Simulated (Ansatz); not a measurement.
Born–Oppenheimer molecular dynamics of Cl3H3Si2 (8 atoms, charge 0, multiplicity 1). It starts from a relaxed structure.

Method: Ansatz, RKS B3LYP-D4/def2-SVP.

| Item | Value |
| --- | --- |
| ensemble | NVE (Milne-controlled integrator) |
| time step | 1 fs |
| steps asked | 166 |
| starting velocities drawn for | 700 K |
| masses | H 2.014 u |
| seed | 732535 |

Frames 2 fs apart, positions in Å, forces in eV/Å.

Velocities at 10.0 fs (Å/ps):

```
Si -2.00 -1.84 1.29
Si -2.48 5.96 1.99
H 1.87 -1.35 16.69
H -8.80 13.12 -9.62
H -4.69 -2.56 -6.07
Cl 5.26 -2.12 -2.90
Cl -1.38 -2.20 4.86
Cl 0.32 0.52 -4.62
```

```xyz
8
Properties=species:S:1:pos:R:3:forces:R:3 time_fs=10.0 energy_less_start_eV=0.221 T=415
Si -0.040 -0.018 -0.030 1.49 -0.04 -0.48
Si -0.034 0.070 2.299 0.20 -0.82 0.42
H -1.343 -0.219 2.974 -0.06 0.40 -0.35
H 0.742 -1.157 2.699 0.24 0.38 -0.01
H 0.579 1.366 2.727 -0.07 -0.19 0.00
Cl 1.998 0.183 -0.806 -1.46 -0.10 0.67
Cl -1.152 1.543 -0.720 -0.30 0.49 -0.32
Cl -0.785 -1.766 -0.818 -0.05 -0.11 0.06
8
Properties=species:S:1:pos:R:3:forces:R:3 time_fs=12.0 energy_less_start_eV=0.270 T=351
Si -0.043 -0.021 -0.028 1.58 -0.04 -0.49
Si -0.039 0.081 2.303 -0.22 -0.89 0.23
H -1.340 -0.218 3.003 0.00 0.44 -0.43
H 0.727 -1.129 2.680 0.50 0.03 0.14
H 0.569 1.360 2.716 0.09 0.15 0.11
Cl 2.008 0.179 -0.811 -1.58 -0.11 0.73
Cl -1.155 1.539 -0.710 -0.33 0.55 -0.36
Cl -0.785 -1.766 -0.827 -0.05 -0.13 0.07
8
Properties=species:S:1:pos:R:3:forces:R:3 time_fs=14.0 energy_less_start_eV=0.319 T=288
Si -0.043 -0.025 -0.027 1.62 -0.02 -0.49
Si -0.044 0.091 2.308 -0.50 -0.88 0.02
H -1.337 -0.208 3.025 0.00 0.43 -0.46
H 0.722 -1.099 2.664 0.71 -0.30 0.27
H 0.561 1.357 2.706 0.22 0.44 0.19
Cl 2.016 0.175 -0.816 -1.66 -0.11 0.78
Cl -1.158 1.535 -0.701 -0.34 0.58 -0.39
Cl -0.784 -1.765 -0.836 -0.04 -0.13 0.08
8
Properties=species:S:1:pos:R:3:forces:R:3 time_fs=16.0 energy_less_start_eV=0.345 T=255
Si -0.042 -0.029 -0.026 1.61 0.01 -0.49
Si -0.050 0.100 2.313 -0.50 -0.83 -0.14
H -1.334 -0.191 3.038 -0.07 0.38 -0.43
H 0.730 -1.075 2.653 0.77 -0.45 0.35
H 0.558 1.362 2.700 0.26 0.55 0.21
Cl 2.022 0.170 -0.820 -1.71 -0.11 0.81
Cl -1.162 1.533 -0.692 -0.33 0.58 -0.41
Cl -0.784 -1.764 -0.845 -0.03 -0.13 0.10
8
Properties=species:S:1:pos:R:3:forces:R:3 time_fs=18.0 energy_less_start_eV=0.336 T=266
Si -0.038 -0.033 -0.025 1.56 0.05 -0.48
Si -0.057 0.108 2.317 -0.13 -0.76 -0.20
H -1.332 -0.166 3.043 -0.19 0.30 -0.35
H 0.753 -1.059 2.648 0.63 -0.34 0.35
H 0.559 1.377 2.697 0.19 0.42 0.15
Cl 2.026 0.166 -0.823 -1.73 -0.10 0.82
Cl -1.166 1.530 -0.684 -0.30 0.56 -0.41
Cl -0.783 -1.764 -0.854 -0.02 -0.12 0.11
8
Properties=species:S:1:pos:R:3:forces:R:3 time_fs=20.0 energy_less_start_eV=0.313 T=297
Si -0.032 -0.036 -0.026 1.46 0.09 -0.47
Si -0.063 0.115 2.321 0.48 -0.68 -0.18
H -1.334 -0.135 3.041 -0.31 0.20 -0.25
H 0.787 -1.050 2.650 0.32 -0.05 0.30
H 0.563 1.400 2.698 0.03 0.14 0.05
Cl 2.029 0.161 -0.825 -1.73 -0.10 0.82
Cl -1.170 1.529 -0.676 -0.25 0.51 -0.40
Cl -0.783 -1.763 -0.863 0.00 -0.10 0.13
8
Properties=species:S:1:pos:R:3:forces:R:3 time_fs=22.0 energy_less_start_eV=0.299 T=314
Si -0.025 -0.040 -0.027 1.32 0.14 -0.45
Si -0.069 0.120 2.325 1.10 -0.60 -0.15
H -1.341 -0.100 3.034 -0.39 0.10 -0.17
H 0.828 -1.042 2.658 -0.04 0.27 0.24
H 0.568 1.425 2.699 -0.14 -0.18 -0.06
Cl 2.029 0.156 -0.826 -1.69 -0.09 0.81
Cl -1.175 1.528 -0.669 -0.18 0.44 -0.38
Cl -0.782 -1.763 -0.872 0.02 -0.07 0.15
8
Properties=species:S:1:pos:R:3:forces:R:3 time_fs=24.0 energy_less_start_eV=0.296 T=319
Si -0.015 -0.043 -0.029 1.13 0.19 -0.42
Si -0.074 0.125 2.329 1.53 -0.52 -0.11
H -1.357 -0.064 3.024 -0.37 0.01 -0.13
H 0.868 -1.028 2.671 -0.35 0.49 0.19
H 0.571 1.448 2.699 -0.26 -0.41 -0.14
Cl 2.028 0.151 -0.826 -1.62 -0.08 0.78
Cl -1.179 1.527 -0.662 -0.10 0.35 -0.34
Cl -0.782 -1.762 -0.880 0.05 -0.04 0.18
8
Properties=species:S:1:pos:R:3:forces:R:3 time_fs=26.0 energy_less_start_eV=0.287 T=330
Si -0.004 -0.047 -0.031 0.90 0.23 -0.38
Si -0.076 0.130 2.332 1.65 -0.43 -0.09
H -1.379 -0.027 3.012 -0.23 -0.06 -0.16
H 0.901 -1.006 2.687 -0.56 0.56 0.18
H 0.568 1.462 2.696 -0.32 -0.49 -0.18
Cl 2.025 0.146 -0.825 -1.51 -0.06 0.73
Cl -1.184 1.527 -0.655 -0.01 0.25 -0.30
Cl -0.781 -1.762 -0.888 0.08 0.00 0.20
8
Properties=species:S:1:pos:R:3:forces:R:3 time_fs=28.0 energy_less_start_eV=0.264 T=360
Si 0.009 -0.049 -0.034 0.62 0.26 -0.32
Si -0.076 0.133 2.336 1.46 -0.35 -0.11
H -1.405 0.009 2.996 0.00 -0.12 -0.22
H 0.924 -0.973 2.707 -0.63 0.47 0.20
H 0.560 1.468 2.690 -0.29 -0.42 -0.18
Cl 2.020 0.141 -0.824 -1.36 -0.04 0.67
Cl -1.189 1.527 -0.649 0.09 0.15 -0.26
Cl -0.781 -1.762 -0.896 0.11 0.04 0.22
8
Properties=species:S:1:pos:R:3:forces:R:3 time_fs=30.0 energy_less_start_eV=0.235 T=397
Si 0.022 -0.052 -0.037 0.31 0.28 -0.24
Si -0.075 0.136 2.339 1.05 -0.28 -0.21
H -1.431 0.042 2.977 0.23 -0.17 -0.28
H 0.935 -0.931 2.731 -0.55 0.24 0.26
H 0.546 1.465 2.681 -0.20 -0.20 -0.14
Cl 2.014 0.136 -0.822 -1.17 -0.01 0.58
Cl -1.194 1.527 -0.643 0.19 0.05 -0.22
Cl -0.780 -1.762 -0.904 0.14 0.09 0.25
8
Properties=species:S:1:pos:R:3:forces:R:3 time_fs=32.0 energy_less_start_eV=0.217 T=420
Si 0.035 -0.054 -0.041 -0.04 0.28 -0.14
Si -0.071 0.139 2.342 0.51 -0.19 -0.41
H -1.452 0.072 2.952 0.39 -0.23 -0.30
H 0.936 -0.885 2.759 -0.34 -0.09 0.35
H 0.528 1.459 2.669 -0.06 0.12 -0.07
Cl 2.007 0.131 -0.819 -0.93 0.03 0.47
Cl -1.199 1.527 -0.637 0.28 -0.04 -0.18
Cl -0.779 -1.762 -0.912 0.17 0.13 0.27
```

Of the whole run (166 fs, mean temperature of the second half 346 K): The conserved energy stayed within 0.015 meV per atom of its start (net change -0.0026 meV per atom), so the integration is sound. Over the second half the temperature averaged 0.49 of the 700 K drawn at the start: a run that starts near a minimum puts about half its kinetic energy into the potential. A run of 0.17 ps of so small a system gives no equilibrium averages.

Run time: 3.3 min on 4 threads of Arm Neoverse V2, with other jobs on the host, peak memory 0.26 GiB.
